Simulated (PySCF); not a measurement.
Computed with TPSSh-D3(BJ)/def2-TZVP // BP86-D3(BJ)/def2-SVP (PySCF). All species are isolated molecules in the gas phase. One relaxed conformer stands for a flexible species; it need not be the lowest. 

Reference species: [Sc(F)3] (neutral, multiplicity 1).

```yaml
charge on the central atom (Mulliken): 1.49 e
mean_distance_from_the_central_atom_to_its_bonded_neighbours: 1.832 Å
coordination_number: 3
HOMO: -10.08 eV
```

Changed species: [Sc(NH2)3] (3 of 3 F replaced by NH2; the reference has 0 of 3 F replaced by NH2).

Task: Give the shifts of the charge on the central atom (Mulliken), mean distance from the central atom to its bonded neighbours, coordination number and HOMO.

Result: the charge on the central atom (Mulliken) drops by 0.10 e, to 1.39 e; the mean distance from the central atom to its bonded neighbours increases by 0.160 Å, to 1.992 Å; the coordination number stays essentially unchanged; the HOMO rises by 4.31 eV, to -5.77 eV.
